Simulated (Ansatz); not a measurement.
Cost and result up the ladder for `c1cc2sc(-c3cc4sc(-c5cc6sccc6s5)cc4s3)cc2s1` (32 atoms). Total charge 0; singlet. Geometry: r2SCAN-D4/def2-SVP.

Cartesian coordinates in Å:
```
C 1.202 1.180 8.173
C 0.083 0.657 7.564
C 0.250 0.611 6.155
S -0.722 0.091 4.818
C 0.542 0.528 3.670
C 0.330 0.323 2.261
C -0.789 -0.200 1.624
C -0.620 -0.244 0.224
S -1.593 -0.764 -1.114
C -0.329 -0.325 -2.261
C -0.541 -0.530 -3.670
C -1.658 -1.055 -4.306
C -1.488 -1.099 -5.709
S -2.454 -1.620 -7.051
C -1.202 -1.180 -8.173
C -0.084 -0.656 -7.564
C -0.251 -0.610 -6.155
S 0.721 -0.087 -4.818
C 0.790 0.199 -1.624
C 0.620 0.242 -0.224
S 1.593 0.764 1.113
C 1.659 1.055 4.306
C 1.488 1.098 5.709
S 2.455 1.618 7.051
H 1.367 1.339 9.239
H -0.805 0.326 8.104
H -1.681 -0.531 2.160
H -2.549 -1.389 -3.769
H -1.368 -1.337 -9.239
H 0.804 -0.323 -8.104
H 1.681 0.531 -2.160
H 2.549 1.388 3.769
```

Ansatz on 2 threads of AMD EPYC 7R13 on a shared host and a share (18 GiB) of an NVIDIA H100 80GB HBM3. Times are rough, and most runs start from the orbitals of an earlier one. PBE0-D4/def2-TZVP serves as the yardstick here, not as an exact answer. Differences are given only for rows in sets of like size (and for xTB, whose basis is part of the method), since another set adds its own error. Binding counts from free atoms at the same level (C triplet, S triplet, H doublet; other spins of the atoms weren't run), without zero-point energy or a counterpoise term.

Single mean-field runs in def2-TZVP are fitted with def2-universal-jkfit.

| level | functions | wall time |
| --- | --- | --- |
| PBE-D4/def2-SVP | 400 | 6 s |
| PBE0-D4/def2-SVP | 400 | 6 s |
| PBE0-D4/def2-TZVP | 828 | 9 s |
| PBE-D4/def2-TZVP (with forces) | 828 | 9.5 s |
| r2SCAN-D4/def2-TZVP (with forces) | 828 | 13 s |

(1) Estimate what each level gives for the binding energy per atom (eV).

## Answers

(1) 
| level | binding energy per atom (eV) | difference from PBE0-D4/def2-TZVP (eV) |
| --- | --- | --- |
| PBE-D4/def2-SVP | 5.55 | – |
| PBE0-D4/def2-SVP | 5.39 | – |
| PBE0-D4/def2-TZVP | 5.34 | 0.00 |
| PBE-D4/def2-TZVP (with forces) | 5.49 | 0.15 |
| r2SCAN-D4/def2-TZVP (with forces) | 5.27 | -0.06 |
